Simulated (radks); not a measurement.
Species: Al V. Configuration: [He] 2s2 2p5. All-electron calculation, scalar-relativistic Kohn-Sham, PBE, spin-polarised, spherical densities, point nucleus; open shells are filled with parallel spins first. Program: a radial shooting solver on a logarithmic mesh with Libxc functionals.

Local quantities along the radius. ELF = 1/(1 + alpha^2) is the electron localisation function; alpha = (tau - tau_W)/tau_unif compares the Pauli kinetic energy density with that of the uniform gas (summed over spins); r v_xc is r times the local exchange-correlation potential of spin up (hartree bohr); -r V(r) is the screened charge that the Kohn-Sham potential of spin up presents (atomic units). tau is taken from the large components.

r (bohr),ELF,alpha,r v_xc,-r V(r)
0.007788,1.000,0.008241,-0.1154,12.79
0.009513,1.000,0.008728,-0.1321,12.74
0.01162,1.000,0.009380,-0.1517,12.67
0.01419,1.000,0.01026,-0.1747,12.59
0.01733,1.000,0.01146,-0.2014,12.49
0.02117,1.000,0.01313,-0.2319,12.37
0.02586,1.000,0.01553,-0.2662,12.22
0.03158,1.000,0.01908,-0.3040,12.05
0.03858,0.999,0.02457,-0.3444,11.84
0.04712,0.999,0.03349,-0.3861,11.60
0.05755,0.998,0.04890,-0.4268,11.31
0.07029,0.994,0.07750,-0.4636,10.98
0.08585,0.982,0.1349,-0.4927,10.61
0.1049,0.937,0.2591,-0.5110,10.20
0.1281,0.775,0.5387,-0.5179,9.736
0.1564,0.446,1.116,-0.5166,9.230
0.1911,0.220,1.881,-0.5070,8.674
0.2334,0.201,1.992,-0.5235,8.095
0.285,0.366,1.317,-0.6278,7.558
0.3482,0.637,0.7552,-0.7381,7.002
0.4252,0.801,0.4981,-0.8210,6.436
0.5194,0.860,0.4039,-0.8622,5.902
0.6344,0.866,0.3940,-0.8504,5.439
0.7748,0.828,0.4559,-0.7773,5.061
0.9464,0.716,0.6292,-0.6505,4.763
1.156,0.474,1.053,-0.5330,4.568
1.412,0.173,2.188,-0.4706,4.479
1.724,0.028,5.857,-0.3661,4.367
2.106,0.002,21.15,-0.2165,4.217

On this mesh the ELF has minima near r = 0.21 bohr, which separate the shells, and maxima near 0.57 (0.87).
